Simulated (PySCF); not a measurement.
Species: C4H7BF2.
Bonds: F1–B2, B2–F3, B2–C4, C4–C5, C5–C6, C6–C7, C5–C7. Hydrogens: H8, H9 on C4; H10 on C5; H11, H12 on C6; H13, H14 on C7.

Torsions of this conformer, `[F:1][B:2]([F:3])[CH2:4][CH:5]1[CH2:6][CH2:7]1`: F1–B2–C4–C5 -24°, B2–C4–C5–C6 -158°.

The closed-shell ground state was solved at several levels (PySCF, density fitting, gas phase, non-relativistic). One conformer (not necessarily the lowest) at the PBE0-D3(BJ)/def2-SVP geometry, without solvent, vibrations or thermal averaging.

```
              level  basis functions  HOMO (eV)  LUMO (eV)  gap (eV)  dipole (D)
CAM-B3LYP/def2-SVPD              202      -9.53       0.96     10.49        1.70
      PBE0/pcSseg-1              154      -8.11       0.38      8.49        1.59
        B3LYP/pcJ-1              259      -7.86       0.11      7.97        1.59
```

**Question.** Estimate the row for KT3/pcSseg-2, a basis of 350 functions; the other rows only guide the guess.

**Answer.** HOMO -6.86 eV, LUMO -0.68 eV, gap 6.18 eV, dipole 1.58 D.

**Question.** Over all these levels, which gives the widest orbital gap and which the narrowest?

**Answer.** CAM-B3LYP/def2-SVPD (range-separated hybrid) has the widest, 10.49 eV, and KT3/pcSseg-2 (GGA) the narrowest, 6.18 eV. Functional and basis both differ between the two, so the spread mixes both effects.

**Question.** How far do the dipole and the HOMO energy spread over the levels?

**Answer.** The dipole runs from 1.58 to 1.70 D (mean 1.62 D) and the HOMO from -9.53 to -6.86 eV.
